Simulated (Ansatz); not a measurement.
```yaml
atoms:
  - { symbol: Co, position_ang: [0.0000, 0.0000, 0.0000] }
  - { symbol: Ti, position_ang: [0.0000, 0.0000, 5.4340] }
```

Basis set: pcseg-2 (spherical functions). Charge 0, multiplicity 4.

Computed with Ansatz (development build ahead of 0.2.0); each method stands on the lowest determinant of its kind that the runs found. Restricted functionals stand beside restricted open-shell atoms, which can lie above the unrestricted atoms usual in DFT and then raise those values.

Give the atomization energy at this shape (free ground-state atoms in the same class of orbitals less the molecule, no zero-point energy) of quartet CoTi by PBE0 (restricted open-shell), ROHF.

| method | atomization energy |
| --- | --- |
| PBE0 (restricted open-shell) | -1.75 eV |
| ROHF | -2.21 eV |

Caution: other spin multiplicities were not run; stretched shape with no unrestricted run beside it, a lower state can exist; the molecule lies well above its atoms at this level; the shape is not the minimum. Caution for PBE0 (restricted open-shell): charge can spread falsely over distant fragments.
